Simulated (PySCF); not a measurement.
Geometries of 2 isomers of C2H9NO2Si2, from PBE0-D3(BJ)/def2-SVP geometry optimisation, gas phase (PySCF). One conformer each, no zero-point energy, no frequencies.

Task: Which isomer lies lower at this level?
A.
```xyz
16
angstrom
C      3.231   -0.855    0.027
O      2.094   -0.114    0.446
C      1.249    0.264   -0.524
O      1.424    0.008   -1.687
Si    -0.316    1.173    0.145
Si    -2.060   -0.395    0.142
N     -3.546    0.445    0.459
H      3.790   -1.102    0.937
H      3.857   -0.260   -0.654
H      2.928   -1.774   -0.497
H     -0.600    2.284   -0.813
H     -0.070    1.737    1.505
H     -1.972   -1.156   -1.151
H     -1.852   -1.382    1.245
H     -4.366   -0.091    0.725
H     -3.811    1.219   -0.140
```
B.
```xyz
16
angstrom
C      2.802    0.587    1.515
C      1.759   -0.309    0.902
O      1.834   -1.527    0.906
N      0.673    0.277    0.323
Si    -0.513   -0.853   -0.336
O     -1.688    0.164   -0.923
Si    -3.086    0.286   -1.802
H      3.141    1.348    0.796
H      2.383    1.113    2.387
H      3.654   -0.023    1.837
H      0.571    1.285    0.301
H     -1.087   -1.717    0.727
H      0.058   -1.649   -1.454
H     -4.211   -0.395   -1.094
H     -3.409    1.732   -1.967
H     -2.914   -0.340   -3.148
```

Result: B. That is `CC(=O)N[SiH2]O[SiH3]`, 62.5 kcal/mol below the other.

```csv
SMILES,atoms numbered as above,E (Eh),relative (kcal/mol),relative (kJ/mol),dipole (D)
CC(=O)N[SiH2]O[SiH3],[CH3:1][C:2](=[O:3])[NH:4][SiH2:5][O:6][SiH3:7],-864.98273,0.0,0.0,3.13
COC(=O)[SiH2][SiH2]N,[CH3:1][O:2][C:3](=[O:4])[SiH2:5][SiH2:6][NH2:7],-864.88315,62.5,261.4,1.50
```

As drawn, the lower has a C(=O)–N unit and an Si–O bond, which the higher lacks; the higher has a C(=O)–O unit, an Si–Si bond and an Si–C bond, which the lower lacks.
